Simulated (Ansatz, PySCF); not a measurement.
C2H6GeO2, SMILES [CH3][Ge@@H]([OH])[CH]=O. Atoms are numbered in the order given.

```xyz
11

C      2.0505    -0.1399    -0.3081
Ge     0.2618     0.0514     0.4215
O     -0.4490     1.6095    -0.0531
C     -1.0603    -1.1801    -0.4457
O     -1.9726    -0.6620    -1.0434
H      2.7060     0.6416     0.1029
H      2.0240    -0.0353    -1.4018
H      2.4732    -1.1218    -0.0486
H      0.2392    -0.1064     1.9558
H     -1.2630     1.4051    -0.5399
H     -0.9821    -2.3004    -0.4049
```

Geometry optimised at PBE0-D3(BJ)/def2-SVP. The structure was generated by enumeration; whether it is a known compound was not checked. The values are those of a single conformer.

Two levels are set side by side: PBE-D3(BJ)/def2-SVP (Ansatz, a first-principles code) and PBE0-D3(BJ)/def2-SVP (Ansatz). Each level has its own optimised geometry; the coordinates shown are those of the second. Frequencies come from the Hessian of PySCF at each geometry. Differences are taken from unrounded values.

```csv
quantity,PBE0-D3(BJ)
mean bond length (Å),1.387
bond C1–Ge2 (Å),1.941
bond Ge2–O3 (Å),1.777
bond Ge2–C4 (Å),2.004
bond C4–O5 (Å),1.207
bond C1–H6 (Å),1.100
bond C1–H7 (Å),1.099
bond C1–H8 (Å),1.100
bond Ge2–H9 (Å),1.543
bond O3–H10 (Å),0.970
bond C4–H11 (Å),1.124
highest harmonic wavenumber (cm⁻¹),3792
mean harmonic wavenumber (cm⁻¹),1254
zero-point energy (kcal/mol),48.42
```

**Question.** What does PBE-D3(BJ) give, and how far is it from PBE0-D3(BJ)? (The exact figures need the calculation; the answer reports its results.)

**Answer.** 
| quantity | PBE-D3(BJ) | PBE-D3(BJ) minus PBE0-D3(BJ) |
|---|---|---|
| mean bond length (Å) | 1.400 | 0.014 |
| bond C1–Ge2 (Å) | 1.959 | 0.018 |
| bond Ge2–O3 (Å) | 1.799 | 0.022 |
| bond Ge2–C4 (Å) | 2.025 | 0.021 |
| bond C4–O5 (Å) | 1.220 | 0.013 |
| bond C1–H6 (Å) | 1.107 | 0.008 |
| bond C1–H7 (Å) | 1.107 | 0.008 |
| bond C1–H8 (Å) | 1.108 | 0.008 |
| bond Ge2–H9 (Å) | 1.558 | 0.015 |
| bond O3–H10 (Å) | 0.984 | 0.014 |
| bond C4–H11 (Å) | 1.135 | 0.011 |
| highest harmonic wavenumber (cm⁻¹) | 3581 | -211 |
| mean harmonic wavenumber (cm⁻¹) | 1208 | -47 |
| zero-point energy (kcal/mol) | 46.61 | -1.81 |

GGA bonds tend to be longer and softer than those of functionals with exact exchange. Differences between two approximate levels are no errors against the true value.
